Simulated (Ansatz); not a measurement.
Compare A (`CC[SiH2]PO`) with its isomer B (`C[Si](C)(O)P`).

Gas-phase electronic energies from Ansatz, PBE0-D4/def2-TZVP geometries. CCSD(T)/CBS is the MP2 limit (def2-TZVPP, def2-QZVPP) plus CCSD(T) − MP2 in def2-TZVPP, frozen cores. DFT in def2-TZVPP. B3LYP here is the variant with VWN-RPA as its local correlation; programs differ in this. One conformer a species, not always the lowest.

Q: Which is lower in electronic energy at CCSD(T)/CBS, and by how much? (Estimate.)

A: Ansatz gave: B, by 178.5 kJ/mol.

Q: Give E(B) − E(A) in kJ/mol with PBE-D4, ωB97M-V, PBE0-D4, B2PLYP, r2SCAN-D4, HF/def2-TZVPP, B3LYP. (An estimate is asked.)

A: Computed: PBE-D4 -168.0, ωB97M-V -176.9, PBE0-D4 -173.6, B2PLYP -176.2, r2SCAN-D4 -181.8, HF/def2-TZVPP -173.0, B3LYP -170.8. None reverses the order clearly.

Largest T1 diagnostic: 0.012.

In def2-TZVPP, CCSD(T) changes the Hartree–Fock value by −5.3 kJ/mol (the triples alone add −0.0 kJ/mol) and MP2 by −12.2 kJ/mol. From PBE to PBE0 (25 % exact exchange), in def2-TZVPP and without D4, E(B) − E(A) moves by −5.7 kJ/mol.
